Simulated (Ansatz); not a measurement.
Consider the β-hydride elimination: `C[CH2][ZnH]` → `[ZnH2]` + `C=C`.

Gas-phase electronic energies from Ansatz, PBE0-D4/def2-TZVP geometries. CCSD(T)/CBS adds triple-zeta CCSD(T) − MP2 to the extrapolated MP2 energy (def2 sets, frozen cores). This one scheme is used for every species. DFT in def2-TZVPP. For Zn outer-core shells are correlated without core-valence functions, which leaves a few kJ/mol of doubt a bond. Scalar relativity is left out up to krypton.

```
   level  ΔE (eV)
BHLYP-D4     1.17
  B2PLYP     1.14
```

Problem. What does CCSD(T)/CBS give? (Estimate.)

Solution. Computed: +1.22 eV. The listed levels differ from it by -0.05, -0.08 eV.

Largest T1 diagnostic among the species: 0.016.

From PBE to PBE0 (25 % exact exchange), in def2-TZVPP and without D4, ΔE moves by +0.07 eV. Leaving LDA and LC-ωPBE aside and taking each functional with its dispersion term where it has one, the values, not all of them listed here, spread over 0.35 eV, from BLYP-D4 to PBE-QIDH. LDA lies +0.38 eV from PBE without D4. In def2-TZVPP, CCSD(T) changes the Hartree–Fock value by +0.37 eV (the triples alone add +0.02 eV) and MP2 by +0.53 eV.
